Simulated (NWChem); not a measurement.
Species: LiH₈O₄ cation; SMILES [OH2]->[Li+](<-[OH2])(<-[OH2])<-[OH2]

Task: Give the equilibrium geometry at PBE0/def2-SVP (NWChem) as an XYZ file, with the point group.

Result: point group C1; any orientation.
```
13

Li    -0.0410     0.0009    -0.0597
O      1.7476    -0.0874     0.6664
H      2.6154    -0.1583     0.2528
H      1.9143    -0.0730     1.6166
O     -1.2220     0.0778     1.4633
H     -1.6188     0.8724     1.8386
H     -1.7178    -0.6602     1.8368
O     -0.1839     1.6470    -1.0588
H      0.5204     2.3035    -1.1136
H     -0.8609     1.9468    -1.6762
O     -0.3532    -1.6351    -1.0369
H     -1.0149    -1.8398    -1.7076
H      0.2410    -2.3945    -1.0244
```
